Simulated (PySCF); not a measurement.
Identify the unknown among the candidates.

- UV, strongest line: among the 8 lowest singlet transitions: S6 at 7.36 eV (168 nm, f = 0.218) [TDDFT CAM-B3LYP/def2-SVPD]
- Rotational structure: rotational constants A, B, C: 4.566, 2.039, 1.843 GHz [GFN2-xTB]
- Triplet: lowest triplet excitation (Tamm–Dancoff): 4.46 eV [TDA CAM-B3LYP/def2-SVPD]
- Polarisability: 76.3 au [CAM-B3LYP/def2-SVPD]
- UV, first state: lowest singlet excitation: 6.00 eV (206 nm, f = 0.032) [TDDFT CAM-B3LYP/def2-SVPD]
- Dipole: 1.29 D [CAM-B3LYP/def2-SVPD]

Gas-phase values; electronic properties from PySCF, density fitting. Levels stand in brackets. Isolated species at its GFN2-xTB geometry (one conformer only).

Question: Which candidate is it?
A. `CN[C@@H]1CC12CC2`
B. `CCCCC1=NC1`
C. `C=CC[C@@H]1CCN1`

Answer: C. It is `C=CC[C@@H]1CCN1`. Numbering: `[CH2:1]=[CH:2][CH2:3][C@@H:4]1[CH2:5][CH2:6][NH:7]1`. Its formula, C6H11N, gives 2 degrees of unsaturation: 1 ring and 1 π bond in the structure found. The optimised geometry has point group C1 and is an asymmetric top.

The others, at the same levels:
- `CN[C@@H]1CC12CC2` fails: its computed lowest triplet excitation (Tamm–Dancoff) is 5.79 eV (against 4.46 eV), strongest line among the 8 lowest singlet transitions is S6 at 7.74 eV (160 nm, f = 0.040) (against S6 at 7.36 eV) and rotational constant A is 6.438 GHz (against 4.566 GHz).
- `CCCCC1=NC1` fails: its computed lowest singlet excitation is 5.35 eV (232 nm, f = 0.000) (against 6.00 eV), rotational constant A is 5.431 GHz (against 4.566 GHz) and smallest rotational constant is 1.242 GHz (against 1.843 GHz).

Each candidate is one conformer, not necessarily the lowest. The conformers computed, where there is a choice (atom-mapped SMILES and torsion angles):
- `[CH2:1]=[CH:2][CH2:3][C@@H:4]1[CH2:5][CH2:6][NH:7]1`: C1–C2–C3–C4 102°, C2–C3–C4–C5 55°
- `[CH3:1][NH:2][C@@H:3]1[CH2:4][C:5]12[CH2:6][CH2:7]2`: C1–N2–C3–C4 -81°
- `[CH3:1][CH2:2][CH2:3][CH2:4][C:5]1=[N:6][CH2:7]1`: C1–C2–C3–C4 179°, C2–C3–C4–C5 -66°, C3–C4–C5–N6 142°
